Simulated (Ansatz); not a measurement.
Program: Ansatz. Geometries: PBE0-D4/def2-TZVP. ΔE: electronic, gas phase. CCSD(T)/CBS adds triple-zeta CCSD(T) − MP2 to the extrapolated MP2 energy (def2 sets, frozen cores). This one scheme is used for every species. DFT in def2-TZVPP. HSE06 is defined as in plane-wave codes. Each species was taken in one conformer, which may not be the lowest.

`B[S][AlH][NH2]` + `[AlH3]` → `[NH2][AlH][AlH2]` + `BS`  (formal exchange of groups at the Al–S bond)

```csv
level,ΔE (kcal/mol),difference from CCSD(T)/CBS
B97M-V,26.0,2.4
r2SCAN0-D4,24.0,0.4
BHLYP-D4,24.7,1.1
CAM-B3LYP-D4,23.8,0.2
r2SCAN,23.2,-0.4
HSE06,20.4,-3.2
HF/def2-SVP,25.4,1.8
CCSD(T)/def2-TZVPP,22.7,-0.9
HF/CBS(def2),24.4,0.8
MP2/CBS(def2),27.1,3.5
CCSD(T)/CBS,23.6,0
```

**Question.** What do rigid-rotor, harmonic-oscillator terms from PBE0-D4/def2-TZVP frequencies (298.15 K, 1 bar) make of the CCSD(T)/CBS value? (Best estimate.)

**Answer.** Ansatz gave: ΔZPE = +1.1 kcal/mol, ΔH = +24.6 kcal/mol, ΔS = 32 J/(mol·K), ΔG = +22.4 kcal/mol. Modes under 50 cm⁻¹ make the entropy rough.

Largest T1 diagnostic among the species: 0.015.

The D4 term adds +1.6 kcal/mol with B3LYP and +0.8 kcal/mol with PBE0; it sums over pairs of atoms, weighted by their polarisabilities, and B3LYP, whose exchange is more repulsive, gets the larger term. From PBE to PBE0 (25 % exact exchange), in def2-TZVPP and without D4, ΔE moves by +1.6 kcal/mol. Leaving LDA and LC-ωPBE aside and taking each functional with its dispersion term where it has one, the values, not all of them listed here, spread over 6.2 kcal/mol, from PBE-D4 to B97M-V. LDA lies +1.0 kcal/mol from PBE without D4.

B3LYP here is the variant with VWN-RPA as its local correlation; programs differ in this.
